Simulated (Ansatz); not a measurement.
Ansatz (an electronic-structure program) input file for C3H12GaN, SMILES [CH3][Ga]([CH3])([CH3])<-[NH3] (connectivity only; charge and spin as stated), neutral, multiplicity 1, CAM-B3LYP/def2-SVPD. Coordinates come from a PBE0-D3(BJ)/def2-SVP optimisation. The isomer is the one that the SMILES or the coordinates give; other isomers of the formula were not compared. One conformer was computed; it need not be the lowest.

Ansatz 0.2 input:
```yaml
crystal:
  periodic: [false, false, false]
  atoms:
    - {symbol: Ga, position_ang: [-0.00000000, -0.00000000, 0.20942066]}
    - {symbol: C, position_ang: [-1.70809509, 0.98616916, 0.50440070]}
    - {symbol: H, position_ang: [-1.68636869, 2.00390902, 0.07990277]}
    - {symbol: H, position_ang: [-1.90220718, 1.09823983, 1.58413458]}
    - {symbol: H, position_ang: [-2.57862046, 0.45848364, 0.07990275]}
    - {symbol: C, position_ang: [1.70809508, 0.98616915, 0.50440073]}
    - {symbol: H, position_ang: [1.68636871, 2.00390901, 0.07990281]}
    - {symbol: H, position_ang: [2.57862047, 0.45848362, 0.07990282]}
    - {symbol: H, position_ang: [1.90220715, 1.09823981, 1.58413463]}
    - {symbol: C, position_ang: [-0.00000001, -1.97233831, 0.50440071]}
    - {symbol: H, position_ang: [-0.00000003, -2.19647965, 1.58413459]}
    - {symbol: H, position_ang: [0.89225175, -2.46239264, 0.07990278]}
    - {symbol: H, position_ang: [-0.89225178, -2.46239264, 0.07990277]}
    - {symbol: N, position_ang: [0.00000003, 0.00000001, -1.96981709]}
    - {symbol: H, position_ang: [0.82334132, -0.47535630, -2.33811806]}
    - {symbol: H, position_ang: [0.00000004, 0.95071264, -2.33811806]}
    - {symbol: H, position_ang: [-0.82334127, -0.47535631, -2.33811808]}
basis:
  gaussian:
    orbitals: def2-SVPD
hamiltonian:
  xc: {name: CAM-B3LYP}
```

Program output:

```
WARN ansatz: RAYON_NUM_THREADS=2 ignored (pool sized by the plan → 2); use --threads N
Functional definition: CAM-B3LYP
integrals: 0.23 GiB planned
1895 factors; their error is unknown
integrals: 0.26 GiB planned
765 factors; integrals over basis functions are off by at most 2.5e-6 eV
mean field: 2.18 GiB planned
mean field evaluation 1: about -57153.9135 eV, gradient 7.6e1 eV
mean field evaluation 2: about -57154.7418 eV, gradient 7.3e1 eV
mean field evaluation 4: about -57166.2642 eV, gradient 2.0e0 eV
mean field evaluation 8: about -57166.2728 eV, gradient 8.7e-2 eV
mean field evaluation 16: about -57166.3885 eV, gradient 4.9e-5 eV
mean field -57166.38854465 eV, -2100.8260302462 hartree, gradient 4.9e-5 eV, S^2 0.000000; 0 other end points of the search recorded, 0 dependent functions left out
reference -57166.38871884 eV, -2100.8260366474 hartree; 34, 34 occupied and 180, 180 virtual orbitals, 1895 factors
Total energy: -57166.38871884 eV, -2100.8260366474 hartree
```

The calculation finished and met its thresholds.

Cost: very roughly 14 core-seconds.
